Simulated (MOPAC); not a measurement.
MOPAC input (MNDO):

```
MNDO 1SCF GEO-OK AUX(PRECISION=9) THREADS=1
C2H8Ge

C    -1.61393400 1   -0.66138100 1   -0.34586500 1
Ge   -0.00008400 1    0.34663400 1    0.15401900 1
C     1.61426200 1   -0.69931600 1   -0.25873100 1
H    -2.51225300 1   -0.08755500 1   -0.11983100 1
H    -1.60267300 1   -0.88330000 1   -1.41320500 1
H    -1.65476800 1   -1.60188800 1    0.20401500 1
H    -0.03705900 1    0.66923800 1    1.66435000 1
H     0.03649000 1    1.68374600 1   -0.61885300 1
H     1.60328300 1   -1.64017500 1    0.29195500 1
H     2.51231000 1   -0.14660000 1    0.01578900 1
H     1.65537800 1   -0.92158600 1   -1.32526600 1
```

Output:

```
 *******************************************************************************
 **                                                                           **
 **                              MOPAC v23.2.5                                **
 **                                                                           **
 *******************************************************************************
 ** MOPAC's Digital Object Identifier: https://doi.org/10.5281/zenodo.6511958 **
 **                                                                           **
 ** Please cite the open-source release paper for use of this MOPAC version:  **
 ** J. E. Moussa and J. J. P. Stewart (2026)                                  **
 ** MOPAC: An open-source semiempirical molecular orbital program             **
 ** J. Open Source Softw., 11(119), 8025, https://doi.org/10.21105/joss.08025 **
 *******************************************************************************

                              MNDO CALCULATION RESULTS

 *******************************************************************************
 *  MNDO       - The MNDO Hamiltonian to be used
 *  GEO-OK     - OVERRIDE INTERATOMIC DISTANCE AND OTHER SAFETY CHECKS
 *  1SCF       - DO 1 SCF AND THEN STOP
 *  AUX        - OUTPUT AUXILIARY INFORMATION
 *******************************************************************************
MNDO 1SCF GEO-OK AUX(PRECISION=9) THREADS=1
 C2H8Ge

   ATOM   CHEMICAL          X               Y               Z
  NUMBER   SYMBOL      (ANGSTROMS)     (ANGSTROMS)     (ANGSTROMS)

     1       C         -1.61393400  *  -0.66138100  *  -0.34586500  *
     2      Ge         -0.00008400  *   0.34663400  *   0.15401900  *
     3       C          1.61426200  *  -0.69931600  *  -0.25873100  *
     4       H         -2.51225300  *  -0.08755500  *  -0.11983100  *
     5       H         -1.60267300  *  -0.88330000  *  -1.41320500  *
     6       H         -1.65476800  *  -1.60188800  *   0.20401500  *
     7       H         -0.03705900  *   0.66923800  *   1.66435000  *
     8       H          0.03649000  *   1.68374600  *  -0.61885300  *
     9       H          1.60328300  *  -1.64017500  *   0.29195500  *
    10       H          2.51231000  *  -0.14660000  *   0.01578900  *
    11       H          1.65537800  *  -0.92158600  *  -1.32526600  *

          CARTESIAN COORDINATES

    NO.       ATOM           X           Y           Z

     1         C         -1.6139     -0.6614     -0.3459
     2        Ge         -0.0001      0.3466      0.1540
     3         C          1.6143     -0.6993     -0.2587
     4         H         -2.5123     -0.0876     -0.1198
     5         H         -1.6027     -0.8833     -1.4132
     6         H         -1.6548     -1.6019      0.2040
     7         H         -0.0371      0.6692      1.6644
     8         H          0.0365      1.6837     -0.6189
     9         H          1.6033     -1.6402      0.2920
    10         H          2.5123     -0.1466      0.0158
    11         H          1.6554     -0.9216     -1.3253

  H: (MNDO): M.J.S. DEWAR, W. THIEL, J. AM. CHEM. SOC., 99, 4899, (1977)
  C: (MNDO): M.J.S. DEWAR, W. THIEL, J. AM. CHEM. SOC., 99, 4899, (1977)
 Ge: (MNDO): M.J.S.DEWAR, G.L.GRADY, E.F.HEALY,ORGANOMETALLICS 6 186-189 (1987)

           Empirical Formula: C2 H8 Ge  =    11 atoms

      MOLECULAR POINT GROUP   :   C2v

      RHF CALCULATION, NO. OF DOUBLY OCCUPIED LEVELS = 10

 -------------------------------------------------------------------------------
 MNDO 1SCF GEO-OK AUX(PRECISION=9) THREADS=1
 C2H8Ge

     1SCF WAS SPECIFIED, SO BFGS WAS NOT USED
     SCF FIELD WAS ACHIEVED

                              MNDO CALCULATION
                                                       MOPAC v23.2.5 Linux

          FINAL HEAT OF FORMATION =         -6.74497 KCAL/MOL =     -28.22097 KJ/MOL

          COSMO AREA              =        115.02 SQUARE ANGSTROMS
          COSMO VOLUME            =        103.83 CUBIC ANGSTROMS

          IONIZATION POTENTIAL    =         11.278700 EV
          HOMO LUMO ENERGIES (EV) =        -11.279  1.934
          NO. OF FILLED LEVELS    =         10
          MOLECULAR WEIGHT        =        104.6752         POINT GROUP:  C2v

          MOLECULAR DIMENSIONS (Angstroms)

            Atom       Atom       Distance
            H    10    H     4     5.02674
            H     9    H     8     3.41714
            H     7    H    11     3.33397

          SCF CALCULATIONS        =          1

   ATOM   CHEMICAL          X               Y               Z
  NUMBER   SYMBOL      (ANGSTROMS)     (ANGSTROMS)     (ANGSTROMS)

     1       C         -1.61393400  *  -0.66138100  *  -0.34586500  *
     2      Ge         -0.00008400  *   0.34663400  *   0.15401900  *
     3       C          1.61426200  *  -0.69931600  *  -0.25873100  *
     4       H         -2.51225300  *  -0.08755500  *  -0.11983100  *
     5       H         -1.60267300  *  -0.88330000  *  -1.41320500  *
     6       H         -1.65476800  *  -1.60188800  *   0.20401500  *
     7       H         -0.03705900  *   0.66923800  *   1.66435000  *
     8       H          0.03649000  *   1.68374600  *  -0.61885300  *
     9       H          1.60328300  *  -1.64017500  *   0.29195500  *
    10       H          2.51231000  *  -0.14660000  *   0.01578900  *
    11       H          1.65537800  *  -0.92158600  *  -1.32526600  *

                             CARTESIAN COORDINATES

   1    C       -1.613934000    -0.661381000    -0.345865000
   2   Ge       -0.000084000     0.346634000     0.154019000
   3    C        1.614262000    -0.699316000    -0.258731000
   4    H       -2.512253000    -0.087555000    -0.119831000
   5    H       -1.602673000    -0.883300000    -1.413205000
   6    H       -1.654768000    -1.601888000     0.204015000
   7    H       -0.037059000     0.669238000     1.664350000
   8    H        0.036490000     1.683746000    -0.618853000
   9    H        1.603283000    -1.640175000     0.291955000
  10    H        2.512310000    -0.146600000     0.015789000
  11    H        1.655378000    -0.921586000    -1.325266000

           Empirical Formula: C2 H8 Ge  =    11 atoms

      MOLECULAR POINT GROUP   :   C2v

                  EIGENVALUES
 -31.69976 -29.35574 -14.72504 -14.24416 -14.05781 -13.93151 -13.90984 -11.70284
 -11.30464 -11.27870   1.93416   2.07818   2.17695   2.21122   4.32536   4.37400
   4.37511   4.39299   6.08149   6.08652

              NET ATOMIC CHARGES AND DIPOLE CONTRIBUTIONS

  ATOM NO.   TYPE          CHARGE      No. of ELECS.   s-Pop       p-Pop
    1          C          -0.353693        4.3537     1.26649     3.08720
    2         Ge           1.442785        2.5572     0.85470     1.70251
    3          C          -0.353693        4.3537     1.26649     3.08720
    4          H           0.004243        0.9958     0.99576
    5          H           0.000769        0.9992     0.99923
    6          H           0.000769        0.9992     0.99923
    7          H          -0.373481        1.3735     1.37348
    8          H          -0.373481        1.3735     1.37348
    9          H           0.000769        0.9992     0.99923
   10          H           0.004243        0.9958     0.99576
   11          H           0.000769        0.9992     0.99923
 DIPOLE           X         Y         Z       TOTAL
 POINT-CHG.    -0.000     0.469     0.209     0.514
 HYBRID         0.000    -0.656    -0.291     0.717
 SUM            0.000    -0.186    -0.083     0.204

          ATOMIC ORBITAL ELECTRON POPULATIONS

     Atom    s        px        py        pz
    1  C   1.26649   1.12185   1.01021   0.95514
    2 Ge   0.85470   0.59493   0.56442   0.54316
    3  C   1.26649   1.12196   1.01562   0.94962
    4  H   0.99576
    5  H   0.99923
    6  H   0.99923
    7  H   1.37348
    8  H   1.37348
    9  H   0.99923
   10  H   0.99576
   11  H   0.99923

 **********************
 *                    *
 * JOB ENDED NORMALLY *
 *                    *
 **********************

 == MOPAC DONE ==
```

The geometry given is a B3LYP-D3(BJ)/def2-TZVP minimum.
